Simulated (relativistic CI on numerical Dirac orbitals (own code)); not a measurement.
**Au4+: L2,3 absorption edge**

Computed with this model: Dirac-Coulomb-Breit CI, KLI orbitals optimised for each configuration, a model potential for QED, multiplet model of core-to-valence dipole absorption, unscaled Slater integrals; configurations [Xe] 4f14 5d7 → [He] 2s2 2p5 3s2 3p6 3d10 4s2 4p6 4d10 4f14 5s2 5p6 5d8; 300 K; Lorentzian 5 eV and Gaussian 1 eV FWHM. Energies are those of the free ion, without screening or charge transfer. The branching ratio is the share of the lower-energy edge in the whole absorption, uncertain by about 0.02 where the edges overlap. S is read from ⟨S²⟩ = S(S + 1).

Field parameters in Wybourne normalisation: Td as Oh with Dq negative (B⁴₀ = 21Dq, B⁴₄ = √(5/14) B⁴₀). The field is a parameter set, without covalency.

free ion: ground-state S = 1.39, centroid 11989.93 eV, branching ratio 0.961. Peaks (eV, height): 11918.5 (100).

Td, 10Dq = -13250 cm⁻¹: ground-state S = 1.44, centroid 12119.90 eV, branching ratio 0.889. Peaks (eV, height): 11918.5 (100), 13734.5 (13).

The statistical ratio of this edge is 2/3 = 0.667. Values above it arise where the holes sit mainly in the j = l + 1/2 valence subshell or the ground state has high spin; values below it where core-valence Coulomb terms move weight to the upper edge, as in nearly empty shells. At deep edges of heavy elements the radial integrals of the two core levels differ, which raises the baseline.

Strongest unbroadened transitions for Td, 10Dq = -13250 cm⁻¹:

| Energy (eV) | Relative strength |
| --- | --- |
| 11917.79 | 22.0 |
| 11918.19 | 83.4 |
| 11918.38 | 62.3 |
| 11918.45 | 14.9 |
| 11918.59 | 8.5 |
| 11918.66 | 86.4 |
| 11918.69 | 25.6 |
| 11919.12 | 16.0 |
| 11919.19 | 28.3 |
| 11919.20 | 100.0 |
| 11919.60 | 3.7 |
| 11919.82 | 12.7 |
| 11920.45 | 3.3 |
| 11922.42 | 4.8 |
| 13734.14 | 14.0 |
| 13734.48 | 22.7 |
| 13734.77 | 8.2 |
| 13735.26 | 9.4 |
